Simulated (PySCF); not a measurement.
## Two-photon absorption: `O=CC(Cl)=C=CCl`, C4H2Cl2O

Geometry:
```tsv
atom	x (Å)	y (Å)	z (Å)
O1	-1.409	1.671	-0.755
C2	-1.693	0.667	-0.168
C3	-0.687	-0.353	0.275
Cl4	-1.358	-1.754	1.050
C5	0.605	-0.200	0.092
C6	1.878	-0.011	-0.124
Cl7	2.926	0.779	0.995
H8	-2.743	0.393	0.103
H9	2.368	-0.348	-1.044
```

Theory: PySCF 2.14.0, TDDFT CAM-B3LYP/def2-TZVPD excited states, vertical, gas phase. Geometry: PBE0-D3(BJ)/def2-SVP.

**Question.** Give the one- and two-photon strengths of the lowest singlets.

**Answer.** δ for parallel linear polarisation; σ at the peak of a Lorentzian of half width 0.1 eV, single beam; Ω is circular over linear.
| state | E (eV) | f | photon λ (nm) | δ (au) | σ (GM) | Ω | main |
| --- | --- | --- | --- | --- | --- | --- | --- |
| S1 | 3.74 | 0.000 | 663 | <0.1 | 0.00 | – | HOMO→LUMO 0.55, HOMO−2→LUMO 0.36 |
| S2 | 4.36 | 0.000 | 569 | <0.1 | 0.00 | – | HOMO−2→LUMO 0.52, HOMO→LUMO 0.39 |
| S3 | 5.14 | 0.183 | 482 | 79 | 0.77 | 1.49 | HOMO−1→LUMO 0.89 |
| S4 | 5.23 | 0.018 | 474 | 6.68 | 0.07 | 1.49 | HOMO−1→LUMO+1 0.88 |
| S5 | 6.23 | 0.368 | 398 | 70.2 | 1.00 | 0.42 | HOMO→LUMO+1 0.86 |
| S6 | 6.32 | 0.008 | 392 | 4.29 | 0.06 | 0.57 | HOMO−4→LUMO 0.51, HOMO−3→LUMO 0.40 |

Among these, the strongest one-photon state is S5, the strongest two-photon state S5, with a dipole change of 2.5 D (relaxed, norm of the difference vector).
